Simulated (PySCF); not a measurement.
C₅H₁₃O₂P.
SMILES with atom numbers: `[CH3:1][CH:2]([CH3:3])[CH2:4][P@:5]([CH3:6])(=[O:7])[OH:8]` (hydrogens: H9, H10, H11 on C1; H12 on C2; H13, H14, H15 on C3; H16, H17 on C4; H18, H19, H20 on C6; H21 on O8)

Torsions of this conformer, `[CH3:1][CH:2]([CH3:3])[CH2:4][P@:5]([CH3:6])(=[O:7])[OH:8]`: C1–C2–C4–P5 -170°, C2–C4–P5–C6 66°, H–O8–P5–C4 128°.

The closed-shell ground state was solved at several levels (PySCF, density fitting, gas phase, non-relativistic). Isolated species at its PBE0-D3(BJ)/def2-SVP geometry (one conformer only).

| level | basis functions | total energy (Eh) | HOMO (eV) | LUMO (eV) | gap (eV) | dipole (D) |
| --- | --- | --- | --- | --- | --- | --- |
| PBE0/pcSseg-1 | 208 | -689.6444 | -7.64 | 0.96 | 8.60 | 2.62 |
| CAM-B3LYP/def2-SVPD | 274 | -689.7294 | -9.15 | 0.98 | 10.13 | 2.96 |

Q: Estimate the row for HF/pcSseg-1, a basis of 208 functions; the other rows only guide the guess.

A: Total energy -687.3618 Eh, HOMO -11.22 eV, LUMO 3.78 eV, gap 15.00 eV, dipole 2.98 D.

Q: Over all these levels, which gives the widest orbital gap and which the narrowest?

A: HF/pcSseg-1 (Hartree–Fock, all exact exchange) has the widest, 15.00 eV, and PBE0/pcSseg-1 (global hybrid, 25 % exact exchange) the narrowest, 8.60 eV. The two share the basis. From the narrowest to the widest the HOMO moves by -3.58 eV and the LUMO by +2.82 eV. The HOMO need not be the same orbital at Hartree–Fock and at DFT levels.

Q: How far do the dipole and the HOMO energy spread over the levels?

A: The dipole runs from 2.62 to 2.98 D (mean 2.85 D) and the HOMO from -11.22 to -7.64 eV.
